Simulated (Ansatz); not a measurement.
Species: GeI, net charge 0, doublet state. 
Coordinates optimised at B3LYP-D3(BJ)/def2-TZVP (Ansatz, a quantum-chemistry and plane-wave program):
```xyz
2

Ge     0.0000     0.0000    -1.5933
I      0.0000     0.0000     0.9620
```
Charge 0, spin multiplicity 2.

Basis-set convergence of Hartree-Fock and CCSD(T) correlation energies (hartree) with Ansatz. Correlated levels leave the core frozen unless marked. Open shells are spin-unrestricted. No spin-orbit coupling. The frozen core is the preceding noble-gas configuration, with the filled d and f shells of earlier blocks. Past Kr the def2 sets carry scalar-relativistic core potentials.

```tsv
basis	functions	E(HF)	E(corr, CCSD(T))
def2-SVPD	73	-2371.77597	-0.18846
def2-TZVPPD	113	-2372.04862	-0.24129
def2-QZVPPD	186	-2372.09106	-0.26589
```

Extrapolating the two largest sets (X = 3 and 4) as X^-3: E(corr) = (64·(-0.26589) - 27·(-0.24129))/37 = -0.2838 Eh, an estimate of the basis-set limit. The largest set recovers 93.7 % of it, the smallest 66.4 %.
